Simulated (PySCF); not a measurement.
Structure problem from calculated spectra and properties.

Formula: C5H7F3O.

| Quantity | Value |
| --- | --- |
| UV, strongest line | among the 6 lowest singlet transitions: S4 at 7.90 eV (157 nm, f = 0.025) [TDDFT PBE0/def2-SVPD] |
| Triplet | lowest triplet excitation (Tamm–Dancoff): 6.86 eV [TDA PBE0/def2-SVPD] |
| Dipole | 1.80 D [PBE0/def2-SVPD] |
| UV, first state | lowest singlet excitation: 7.16 eV (173 nm, f = 0.006) [TDDFT PBE0/def2-SVPD] |
| Polarisability | 63.7 au [PBE0/def2-SVPD] |
| 13C NMR | chemical shifts (computed TMS as zero) by class: 135.4 (1 C), 79.7 (1 C), 67.4 (1 C), 48.4 (1 C), 25.7 (1 C) ppm [GIAO PBE0/pcSseg-1] |
| Rotational structure | rotational constants A, B, C: 2.691, 1.224, 1.040 GHz [GFN2-xTB] |

The electronic properties come from PySCF, for the isolated species, density fitting. Levels stand in brackets. NMR shifts are as computed; neighbouring signals can stand in another order in a measured spectrum. Isolated species at its GFN2-xTB geometry, gas phase. NMR values are class means; diastereotopic atoms form classes of their own.

Q: Propose a structure and show how it fits.

A: Numbering: `[CH3:1][C@@H:2]1[O:3][CH2:4][C@H:5]1[C:6]([F:7])([F:8])[F:9]`. Its formula, C5H7F3O, gives 1 degree of unsaturation: 1 ring and 0 π bonds in the structure found. 5 carbons fall into 5 classes; from least to most shielded: CF3 carbon [C6] (135.4 ppm), ring sp3 carbon bound to oxygen [C2] (79.7 ppm), ring sp3 carbon bound to oxygen [C4] (67.4 ppm), four-membered-ring carbon [C5] (48.4 ppm), methyl carbon [C1] (25.7 ppm). The optimised geometry has point group C1 and is an asymmetric top. Structure: `C[C@@H]1OC[C@H]1C(F)(F)F`. Computed isomers that give other values at the same levels: `C=C[C@H](CO)C(F)(F)F` (13C chemical shifts (computed TMS as zero) by class: 141.8 (1 C), 134.6 (1 C), 129.8 (1 C), 65.8 (1 C), 60.7 (1 C) ppm); `C[C@@H]1COC(F)(F)[C@H]1F` (13C chemical shifts (computed TMS as zero) by class: 136.5 (1 C), 104.6 (1 C), 74.4 (1 C), 43.8 (1 C), 16.1 (1 C) ppm); `FC[C@@H]1CO[C@@H]1C(F)F` (13C chemical shifts (computed TMS as zero) by class: 122.7 (1 C), 87.0 (1 C), 83.5 (1 C), 80.6 (1 C), 40.9 (1 C) ppm). The assignments are read from this structure; whether some other isomer fits the data as well wasn't checked. The mirror image fits equally.

Shape of the structure used: `[CH3:1][C@@H:2]1[O:3][CH2:4][C@H:5]1[C:6]([F:7])([F:8])[F:9]`: C4–C5–C6–F7 48°.
